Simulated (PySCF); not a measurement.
Gas-phase reaction: 2 SiHI3 → 3 I2 + 2 SiH. Level: PBE0/def2-TZVP; standard pressure 1 bar.

Energies from PySCF, thermal terms from the rigid-rotor harmonic-oscillator model, ideal gas at 1 bar. Open shells (unrestricted): SiH (multiplicity 2, electronic degeneracy 4); the rest are closed-shell singlets. Spin-orbit splitting is ignored; it lowers the true energy and changes the entropy of SiH. I: scalar-relativistic def2 core potential, no spin-orbit coupling. The harmonic model lacks anharmonicity and excited electronic states, which grow with temperature; levels with a mode under 35 cm⁻¹ are left out. Soft modes under 120 cm⁻¹ make the harmonic entropy rough for SiHI3.

| T (K) | 1000/T (1/K) | log10 K |
|---|---|---|
| 1200 | 0.8333 | -26.89 |
| 1400 | 0.7143 | ? |
| 1600 | 0.6250 | -14.97 |
| 1800 | 0.5556 | -11.02 |
| 2000 | 0.5000 | -7.88 |
| 2500 | 0.4000 | -2.28 |

Q: Fit log10 K = a + b·(1000/T) to the five rows, get the mean ΔH° and ΔS°, and predict log10 K at 1400 K.

A: Means: 1000/T = 0.5828, log10 K = -12.608. Sums of products about the means: Sxy = -5.99995, Sxx = 0.105543, so b = Sxy/Sxx = -56.85 and a = -12.608 − (-56.85)×0.5828 = 20.52.
ΔH° = −R ln 10 × 1000 K × b = −19.145 × (-56.85) = 1088 kJ; ΔS° = R ln 10 × a = 393 J/K. The run's own values go from 1100 kJ and 402 J/K at 1200 K to 1065 kJ and 382 J/K at 2500 K.
Prediction at 1400 K: 20.52 + (-56.85)×0.7143 = -20.09. The computed value is -20.06, 0.03 from the line.
For scale, ΔH°(298 K) is 1117 kJ at this level, 1123 kJ at ωB97M-V/def2-TZVP†, and runs from 964 to 1222 kJ over the 18 levels computed († marks an energy on the PBE0/def2-TZVP geometry); the NASA 1993 table gives 1090 kJ (entries not checked at source). After a fit of one offset per element over all species, the range-separated, M06-2X, PBE0/def2-QZVP and CCSD(T)/def2-TZVPP enthalpies, where run, lie to one side of the table for I2 (+16 kJ/mol): a fault of the table's entry, another state or a shared error of the levels is possible; this was not checked at source.
